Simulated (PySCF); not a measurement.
CH4O4, SMILES OC(O)(O)O. Atoms are numbered in the order given.

```xyz
9

O      0.8699    -0.7711    -0.7554
C      0.0000     0.0000     0.0000
O     -0.7711    -0.8699     0.7554
O      0.7711     0.8699     0.7554
O     -0.8699     0.7711    -0.7554
H      0.3594    -1.5164    -1.1026
H     -1.5164    -0.3594     1.1026
H      1.5164     0.3594     1.1026
H     -0.3594     1.5164    -1.1026
```
Charge 0, spin multiplicity 1.

The structure is a stationary point at B3LYP-D3(BJ)/def2-SVP. One conformer was computed; it need not be the lowest.

Calculation: PySCF with PBE/def2-TZVP.

Symmetry labels are those of the subgroup C2 that the program uses (full group S4).

Problem. List the valence orbital energies around the gap with their symmetry. (The exact figures need the calculation; the answer reports its results.)

Solution. 
```json
[
 {"orbital": "HOMO−7", "symmetry": "A", "energy (eV)": "-10.97"},
 {"orbital": "HOMO−6", "symmetry": "A", "energy (eV)": "-9.37"},
 {"orbital": "HOMO−5", "symmetry": "B", "energy (eV)": "-9.32"},
 {"orbital": "HOMO−4", "symmetry": "B", "energy (eV)": "-9.32"},
 {"orbital": "HOMO−3", "symmetry": "A", "energy (eV)": "-8.20"},
 {"orbital": "HOMO−2", "symmetry": "A", "energy (eV)": "-7.91"},
 {"orbital": "HOMO−1", "symmetry": "B", "energy (eV)": "-6.94"},
 {"orbital": "HOMO", "symmetry": "B", "energy (eV)": "-6.94"},
 {"orbital": "LUMO", "symmetry": "A", "energy (eV)": "-0.02"},
 {"orbital": "LUMO+1", "symmetry": "B", "energy (eV)": "1.06"},
 {"orbital": "LUMO+2", "symmetry": "B", "energy (eV)": "1.06"},
 {"orbital": "LUMO+3", "symmetry": "A", "energy (eV)": "1.26"}
]
```
